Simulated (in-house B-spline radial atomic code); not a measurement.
Values are calculated unless marked as measured or tabulated.
## Two electrons in Ge: a spherical dot of radius 44 nm with hard walls

For Ge the NSM archive of the Ioffe Institute lists m_l = 1.6 m0, m_t = 0.08 m0 and ε = 16.2; the model takes one isotropic valley with the conductivity mass 3/(1/m_l + 2/m_t) = 0.117 m0, and so misses anisotropy and the other valleys. All triplets below are those of one valley; with several valleys two electrons can form a triplet in the 1s orbital itself, at an energy set by the valley splitting.

Effective-mass model with parabolic bands, a uniform dielectric constant, no image charges, no central-cell or spin-orbit terms. Two-electron levels come from full CI in B-splines with partial waves to l = 5 (up to 0.001 effective hartree above the limit).

What are the effective units, and what is the potential in them?

Ha* = 27211.386 meV × 0.117/16.2² = 12.13 meV and a* = 0.0529177 nm × 16.2/0.117 = 7.327 nm. The radius is R = 6.01 a*. The one-electron levels are π²/2R² = 0.1366 and 4.4934²/2R² = 0.2795 Ha*.

In these units the lowest s and p orbitals lie at 0.136622 and 0.279494, and their Coulomb and exchange integrals are J_ss = 0.297184, J_sp = 0.269497 and K_sp = 0.05984. (For an empty sphere J_ss = 1.786/R.) Full CI gives 0.522803 for the ground singlet, 0.613926 for the sp triplet, 0.692241 for the sp singlet and 0.919313 for the lowest triplet of two s orbitals.

What does it cost to add the second electron, to first order and exactly?

To first order E = 2ε_s + J_ss = 0.570428, so the charging energy E(2) − 2E(1) is J_ss = 3.605 meV. CI gives 0.522803 − 2 × (0.136622) = 0.249559, or 3.027 meV: relaxation and correlation lower it by 0.5777 meV, 16.0 % of J_ss. The s² configuration of one-electron orbitals holds 90.1 % of the state, and the mean radius is 23.8 nm.

How far above the singlet do the triplets lie?

To first order the sp triplet lies at ε_s + ε_p + J_sp − K_sp = 0.625771, which is 0.6714 meV above 2ε_s + J_ss. CI gives 0.613926 − (0.522803) = 0.091123, or 1.105 meV, 64 % of the orbital spacing of 1.733 meV. The ss triplet lies 4.81 meV up, so the lower of the two is the sp one, and its gap equals k_BT at 12.8 K. The sp singlet-triplet splitting is 0.9501 meV, against 2K_sp = 1.452 meV.
